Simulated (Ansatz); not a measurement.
Calculated with Ansatz (gas phase, PBE0-D4/def2-TZVP geometries, no zero-point term in ΔE). CBS: MP2 limit from def2 TZ/QZ plus the TZ coupled-cluster correction, frozen cores. This one scheme is used for every species. DFT in def2-TZVPP. B3LYP here is the variant with VWN-RPA as its local correlation; programs differ in this. def2 core potentials past Kr. For Te outer-core shells are correlated without core-valence functions, which leaves a few kJ/mol of doubt a bond.

Consider the substitution at a C–F bond: `FC([SiH3])[TeH]` + HCl → `[SiH3]C(Cl)[TeH]` + H–F.

Question: Is it downhill or uphill in electronic energy at CCSD(T)/CBS, and by how much? (An estimate is asked.)

Answer: Computed: Downhill: ΔE = -0.45 eV.

Question: What do these levels give: PBE-D4, r2SCAN-D4, ωB97M-V, B3LYP, HF/CBS(def2), CCSD/CBS(def2)? (Estimate.)

Answer: Computed: PBE-D4 -0.30, r2SCAN-D4 -0.26, ωB97M-V -0.31, B3LYP -0.19, HF/CBS(def2) -0.19, CCSD/CBS(def2) -0.42 eV.

Largest T1 diagnostic among the species: 0.012.

The D4 term adds −0.10 eV with B3LYP and −0.05 eV with PBE0; it sums over pairs of atoms, weighted by their polarisabilities, and B3LYP, whose exchange is more repulsive, gets the larger term. From PBE to PBE0 (25 % exact exchange), in def2-TZVPP and without D4, ΔE moves by −0.05 eV. In def2-TZVPP, CCSD(T) changes the Hartree–Fock value by −0.19 eV (the triples alone add −0.03 eV) and MP2 by −0.35 eV.
